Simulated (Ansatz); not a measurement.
A substitution series on Hf: F to Cl

Gas-phase molecules. On one Hf centre, n of the F ligands are replaced by Cl. The mean Hf–Cl bond length y in Å at PBE0-D4/def2-TZVP. The shapes are optimised at that level. Programs: Ansatz 0.2.0.

| molecule | n | y (Å) |
| --- | --- | --- |
| HfClF3 | 1 | 2.339 |
| HfCl2F2 | 2 | ? |
| HfCl3F | 3 | 2.324 |
| HfCl4 | 4 | 2.318 |

Question: Fit y = c + s·n to the known rows and predict HfCl2F2.

Answer: 
1. Means of the 3 rows: n = 2.66667, y = 2.3270.
2. Σ(Δn)² = 4.6667, Σ(Δn·Δy) = -0.033, so the slope is -0.033/4.6667 = -0.0070714.
3. Intercept: 2.3270 − (-0.0070714) × 2.66667 = 2.3459. The largest residual of the fit is 0.0006.
4. HfCl2F2: 2.3459 + (-0.0070714) × 2 = 2.332 Å.

The run gave 2.331 Å, so the prediction is off by +0.001 Å, at the rounding of the table. The steps per swap are -0.008, -0.007, -0.006 Å. For atoms past krypton def2 sets carry core potentials with scalar relativity.
